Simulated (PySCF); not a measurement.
# Shapes and spin states of CoNF₂

All numbers come from PBE0/[Co def2-TZVP, N def2-TZVP, F def2-TZVP], no relativity, density fitting, PySCF.

Relaxations began from a few typed shapes and spin states; open shells are unrestricted. The search is not exhaustive: other isomers or separated fragments can lie lower, and high-lying points may rest on an excited occupation.

| spin | group | bonds | angles | imaginary modes (cm⁻¹) | ΔE (kJ/mol) | ΔE with ZPE (kJ/mol) |
| --- | --- | --- | --- | --- | --- | --- |
| triplet (⟨S²⟩ 2.66) | C2v | Co–F 1.710 Å (×2), Co–N 1.590 Å | F–Co–F 139.3°, F–Co–N 110.3° (×2) | none | 0.0 | 0.0 |
| broken-symmetry Ms = 1 (⟨S²⟩ 3.47) | C2v | Co–F 1.730 Å (×2), Co–N 1.755 Å | F–Co–F 116.6°, F–Co–N 121.7° (×2) | none | 14.3 | 12.8 |
| quintet | Cs | Co–F 1.708 Å, Co–F 1.716 Å, Co–N 1.780 Å | F–Co–F 165.7°, F–Co–N 92.8°, F–Co–N 101.4° | none | 27.3 | 26.2 |
| quintet | Cs | Co–F 1.725 Å (×2), Co–N 1.755 Å | F–Co–F 162.5°, F–Co–N 98.1° (×2) | none | 35.5 | 34.5 |
| singlet (closed shell, unstable to spin polarisation) | C2v | Co–F 1.704 Å (×2), Co–N 1.452 Å | F–Co–F 121.0°, F–Co–N 119.5° (×2) | none | 35.6 | 39.3 |
| broken-symmetry Ms = 2 (⟨S²⟩ 6.70) | C2v | Co–F 1.733 Å (×2), Co–N 1.787 Å | F–Co–F 129.0°, F–Co–N 115.5° (×2) | none | 78.0 | 76.1 |

The lowest minimum found is the triplet (⟨S²⟩ 2.66) C2v: Co–F 1.710 Å (×2), Co–N 1.590 Å; F–Co–F 139.3°, F–Co–N 110.3° (×2).

For the lowest minimum: the determinant is spin-contaminated (⟨S²⟩ = 2.66, pure value 2.00). Open d and f shells are described by one determinant, and the ground state may have another occupation or spin.
